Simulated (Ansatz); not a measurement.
One elementary step

Start structure (SiHF4, doublet), relaxed at PBE0-D4/def2-TZVP:

```json
{"atom": "F1", "x (Å)": "0.3754", "y (Å)": "-1.0807", "z (Å)": "0.9331"}
{"atom": "Si2", "x (Å)": "0.5851", "y (Å)": "0.1018", "z (Å)": "-0.0653"}
{"atom": "F3", "x (Å)": "-0.0389", "y (Å)": "-0.2664", "z (Å)": "-1.4488"}
{"atom": "F4", "x (Å)": "-0.1062", "y (Å)": "1.3858", "z (Å)": "0.4940"}
{"atom": "F5", "x (Å)": "2.1141", "y (Å)": "0.3693", "z (Å)": "-0.2397"}
{"atom": "H6", "x (Å)": "-2.9294", "y (Å)": "-0.5098", "z (Å)": "0.3266"}
```

The step: SiF₄ ([F][Si]([F])([F])[F]) + H → SiF₃ ([F][Si]([F])[F]) + HF; bonds formed: F1–H6; bonds broken: F1–Si2. Computed with Ansatz 0.2.0 (basis: def2-TZVPP and def2-QZVPP); correlated methods freeze the cores; orbitals are unrestricted. Extrapolation: Hartree–Fock as exp(−7.88 √X), correlation as X^−2.97. Energies below are by CCSD(T) at an estimated basis limit (MP2 extrapolated from triple and quadruple zeta, plus CCSD(T) − MP2 in triple zeta).

**Question.** What are the electronic barrier and the energy of the step, from the start structure to the end structure? (Judge from chemistry; the value comes from the calculation.)

**Answer.** The calculation gives: Barrier 2.476 eV; step energy 1.022 eV (uphill); reverse barrier, their difference, 1.454 eV. Barrier and step energy count from the start structure, the reverse barrier from the end structure.

The saddle point: One imaginary mode of 1311i cm⁻¹.
```tsv
pair	start (Å)	saddle (Å)	end (Å)
F1–H6	3.41	1.13	0.92
F1–Si2	1.56	1.82	2.92
```

Zero-point energy (harmonic, PBE0-D4): ZPE is 0.355 eV at the start and 0.360 eV at the saddle, so the barrier goes from 2.476 to 2.481 eV.

No T1 diagnostic of these runs exceeds 0.015. ⟨S²⟩ of the unrestricted Hartree–Fock references: 0.75 to 0.78 (a pure state has 0.75).

Radical steps of this kind take place in plasma deposition and etching.

Labels in which every atom is bracketed show which atoms are joined, not bond orders.

For scale, one of the runs: CCSD(T)/def2-TZVPP, 180 basis functions, launched by `ansatz run in.yaml --threads 8 --pin off --events-out ev --progress --plain --max-ram 19148MiB`. Time: 110 s of wall clock on 8 CPU threads of an Arm Neoverse V1; the host was shared. Peak host memory: 5.2 GiB.
